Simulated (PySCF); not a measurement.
C3H10ClPSi.
SMILES with atom numbers: `[CH3:1][CH2:2][Si@H:3]([PH2:4])[CH2:5][Cl:6]` (hydrogens: H7, H8, H9 on C1; H10, H11 on C2; H12 on Si3; H13, H14 on P4; H15, H16 on C5)

Computed with PySCF at B3LYP/def2-SVPD, non-relativistic, on one gas-phase PBE0-D3(BJ)/def2-SVP geometry that isn't relaxed in the solvent. The solvent is an IEF-PCM continuum (cavity from Bondi-type radii × 1.2), and excitations are vertical TDDFT with non-equilibrium linear response and a frozen core. Only the electrostatic response of the medium enters.

Gas-phase singlets (H = HOMO, L = LUMO):

```json
{"state": "S1", "E (eV)": "5.880", "λ (nm)": "211", "f": "0.017", "leading configuration": "H→L 95%"}
{"state": "S2", "E (eV)": "6.286", "λ (nm)": "197", "f": "0.016", "leading configuration": "H→L+1 83%"}
{"state": "S3", "E (eV)": "6.384", "λ (nm)": "194", "f": "0.028", "leading configuration": "H-1→L 94%"}
{"state": "S4", "E (eV)": "6.808", "λ (nm)": "182", "f": "0.017", "leading configuration": "H-3→L 51%"}
{"state": "S5", "E (eV)": "6.834", "λ (nm)": "181", "f": "0.159", "leading configuration": "H→L+2 60%"}
```

**Question.** How does the list change in chloroform (ε = 4.711)?

**Answer.** 
```csv
state,E (eV),λ (nm),f,leading configuration,change by rank (eV)
S1,5.916,210,0.035,H→L 95%,+0.036
S2,6.367,195,0.027,H→L+1 78%,+0.081
S3,6.428,193,0.042,H-1→L 94%,+0.044
S4,6.740,184,0.328,H→L+2 73%,-0.068
S5,6.892,180,0.006,H-3→L 58%,+0.058
```

**Question.** The ground-state energy changes by -0.103 eV from gas to chloroform. By how much does the total energy of gas-phase S1 change?

**Answer.** E(S1) = E(S0) + excitation energy, so it changes by -0.103 + 0.036 = -0.067 eV: it is lowered less than the ground state, which is what a blue shift means. This is the vertical state, with the slow part of the continuum still set for S0.

**Question.** How do the frontier levels move from gas to chloroform?

**Answer.** 
| orbital | gas (eV) | solvent (eV) | change (eV) |
| --- | --- | --- | --- |
| LUMO+2 | 0.34 | 0.48 | +0.14 |
| LUMO+1 | -0.11 | 0.08 | +0.19 |
| LUMO | -0.43 | -0.29 | +0.14 |
| HOMO | -7.26 | -7.14 | +0.12 |
| HOMO-1 | -7.86 | -7.80 | +0.06 |
| HOMO-2 | -8.29 | -8.11 | +0.18 |
| HOMO-3 | -8.39 | -8.37 | +0.02 |

The HOMO–LUMO gap goes from 6.83 to 6.85 eV. Rows go by rank; for HOMO-3 and HOMO-2 the atom shares or the degeneracy differ between the runs, so the row needn't follow one orbital.

Shape of the structure used: `[CH3:1][CH2:2][Si@H:3]([PH2:4])[CH2:5][Cl:6]`: C1–C2–Si3–P4 64°, C2–Si3–C5–Cl6 -53°, H–P4–Si3–C2 168°, H–P4–Si3–C2 74°.
